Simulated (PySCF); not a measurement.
**F²⁺ (fluorine, charge +2) across methods**

[He] 2s2 2p3, high-spin 4S determinant. All numbers are calculated (PySCF 2.14, no relativity, point nucleus, in dyall-av3z (15s9p3d2f, 71 functions)).

```csv
method,E (hartree),mean ε 2s α (eV),mean ε 2s β (eV),mean ε 2p α (eV),Σ⟨r²⟩ (bohr²),⟨S²⟩
PBE,-97.7250,-70.344,-63.198,-51.572,5.044,3.751
LDA,-97.1581,-69.863,-63.066,-51.614,5.064,3.751
UHF,-97.61370,-88.093,-70.715,-63.890,4.982,3.754
r2SCANh,-97.7991,-74.343,-64.241,-53.980,4.998,3.752
r2SCAN,-97.7981,-72.793,-63.353,-52.815,5.002,3.752
MN15,-97.8027,-73.776,-66.825,-55.432,5.029,3.750
PW91,-97.7836,-70.410,-63.271,-51.708,5.041,3.751
PBE0,-97.7449,-74.959,-65.553,-54.825,5.019,3.752
```

Task: Estimate the same row for revPBE.

Result: E (hartree) = -97.7976; mean ε 2s α (eV) = -70.405; mean ε 2s β (eV) = -63.201; mean ε 2p α (eV) = -51.539; Σ⟨r²⟩ (bohr²) = 5.039; ⟨S²⟩ = 3.751.
